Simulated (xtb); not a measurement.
C7H4N (SMILES N#Cc1c[c]ccc1), doublet, geometry from GFN2-xTB; xtb with GFN0-xTB.

xtb was given this input:
```
$ xtb mol.xyz --gfn 0 --uhf 1 --json

# file mol.xyz
12

N      3.12695017     0.17847810    -0.06050207
C      1.98232424     0.11014393    -0.03848908
C      0.57465005     0.00976876    -0.01214601
C     -0.02260068    -1.26470428    -0.05592038
C     -1.37978701    -1.30348574    -0.02793518
C     -2.20234233    -0.21683998     0.03854687
C     -1.60073616     1.04160324     0.08151083
C     -0.22394564     1.15050894     0.05622447
H      0.59319330    -2.14938652    -0.10886638
H     -3.27715040    -0.31144000     0.05785957
H     -2.21698202     1.92699796     0.13449851
H      0.24691311     2.12251269     0.08927376
```

What the program printed (banner, timings and long lists left out):

```
   ID    Z sym.   atoms
    1    7 N      1
    2    6 C      2-8
    3    1 H      9-12

           -------------------------------------------------
          |                Calculation Setup                |
           -------------------------------------------------

           -------------------------------------------------
          |                 G F N 0 - x T B                 |
           -------------------------------------------------

          ...................................................
          :                      SETUP                      :
          :.................................................:
          :  # basis functions                  40          :
          :  # atomic orbitals                  40          :
          :  # shells                           24          :
          :  # electrons                        37          :
          :  electronic temp.          300.0000000     K    :
          :  accuracy                    1.0000000          :
          :  -> integral cutoff          0.2500000E+02      :
          :  -> integral neglect         0.1000000E-07      :
          ...................................................

         :::::::::::::::::::::::::::::::::::::::::::::::::::::
         ::                     SUMMARY                     ::
         :::::::::::::::::::::::::::::::::::::::::::::::::::::
         :: total energy             -19.792390288268 Eh    ::
         :: gradient norm              0.031185698309 Eh/a0 ::
         :: HOMO-LUMO gap              1.930546424718 eV    ::
         ::.................................................::
         :: H0 energy                -20.123081803167 Eh    ::
         :: repulsion energy           0.404833275918 Eh    ::
         :: electrostat energy        -0.059127105154 Eh    ::
         :: -> Gsolv                   0.000000000000 Eh    ::
         ::    -> Gsasa                0.000000000000 Eh    ::
         ::    -> Gshift               0.000000000000 Eh    ::
         :: dispersion energy         -0.004430582687 Eh    ::
         :: short-range corr.         -0.010584073177 Eh    ::
         :: add. restraining           0.000000000000 Eh    ::
         :: total charge              -0.000000000000 e     ::
         :::::::::::::::::::::::::::::::::::::::::::::::::::::

           -------------------------------------------------
          |                Property Printout                |
           -------------------------------------------------

    * Orbital Energies and Occupations

         #    Occupation            Energy/Eh            Energy/eV
      -------------------------------------------------------------
         1        2.0000           -0.7189441             -19.5635
       ...           ...                  ...                  ...
         7        2.0000           -0.5731599             -15.5965
         8        2.0000           -0.5625443             -15.3076
         9        2.0000           -0.5341448             -14.5348
        10        2.0000           -0.5250905             -14.2884
        11        2.0000           -0.5151821             -14.0188
        12        2.0000           -0.5040394             -13.7156
        13        2.0000           -0.4995684             -13.5939
        14        2.0000           -0.4915996             -13.3771
        15        2.0000           -0.4886074             -13.2957
        16        2.0000           -0.4673349             -12.7168
        17        2.0000           -0.4375034             -11.9051
        18        2.0000           -0.4343289             -11.8187
        19        1.0000           -0.3709944             -10.0953 (HOMO)
        20                         -0.3000481              -8.1647 (LUMO)
        21                         -0.2632128              -7.1624
        22                         -0.2380986              -6.4790
        23                         -0.1994675              -5.4278
        24                         -0.1164754              -3.1695
        25                         -0.1140726              -3.1041
        26                         -0.1119515              -3.0464
        27                         -0.1096902              -2.9848
        28                         -0.1024480              -2.7878
        29                          0.0752821               2.0485
        30                          0.1417661               3.8577
       ...                                ...                  ...
        40                          1.0538556              28.6769
      -------------------------------------------------------------
                  HL-Gap            0.0709463 Eh            1.9305 eV
             Fermi-level            0.0000000 Eh            0.0000 eV

     #   Z          covCN         q      C6AA      α(0)
     1   7 N        0.911    -0.648    37.596     8.876
     2   6 C        1.911     0.438    22.229     7.606
     3   6 C        2.985    -0.014    29.865     8.936
     4   6 C        2.922    -0.055    30.954     9.095
     5   6 C        2.019    -0.048    32.879     9.250
     6   6 C        2.915    -0.033    30.373     9.009
     7   6 C        2.929    -0.081    31.627     9.194
     8   6 C        2.923    -0.091    31.909     9.234
     9   1 H        0.926     0.144     1.433     1.872
    10   1 H        0.926     0.121     1.606     1.982
    11   1 H        0.926     0.124     1.578     1.964
    12   1 H        0.926     0.142     1.444     1.879

 Mol. C6AA /au·bohr⁶  :       2428.617285
 Mol. C8AA /au·bohr⁸  :      63262.891547
 Mol. α(0) /au        :         78.896042

Wiberg/Mayer (AO) data.
largest (>0.10) Wiberg bond orders for each atom

 ---------------------------------------------------------------------------
     #   Z sym  total        # sym  WBO       # sym  WBO       # sym  WBO
 ---------------------------------------------------------------------------
     1   7 N    2.846 --     2 C    2.671
     2   6 C    3.836 --     1 N    2.671     3 C    1.090
     3   6 C    3.968 --     8 C    1.367     4 C    1.288     2 C    1.090
                             6 C    0.109
     4   6 C    3.982 --     5 C    1.515     3 C    1.288     9 H    0.960
                             7 C    0.114
     5   6 C    3.293 --     4 C    1.515     6 C    1.479     8 C    0.103
     6   6 C    3.959 --     5 C    1.479     7 C    1.372    10 H    0.962
                             3 C    0.109
     7   6 C    3.981 --     8 C    1.460     6 C    1.372    11 H    0.967
                             4 C    0.114
     8   6 C    3.987 --     7 C    1.460     3 C    1.367    12 H    0.965
                             5 C    0.103
     9   1 H    0.990 --     4 C    0.960
    10   1 H    0.992 --     6 C    0.962
    11   1 H    0.983 --     7 C    0.967
    12   1 H    0.982 --     8 C    0.965
 ---------------------------------------------------------------------------

Topologies differ in total number of bonds
Writing topology from bond orders to xtbtopo.mol

 dipole moment from electron density (au)
     X       Y       Z
  -2.2132   0.3179   0.0626  total (Debye):    5.685

           -------------------------------------------------
          | TOTAL ENERGY              -19.792390288268 Eh   |
          | GRADIENT NORM               0.031185698309 Eh/α |
          | HOMO-LUMO GAP               1.930546424718 eV   |
           -------------------------------------------------

normal termination of xtb
```
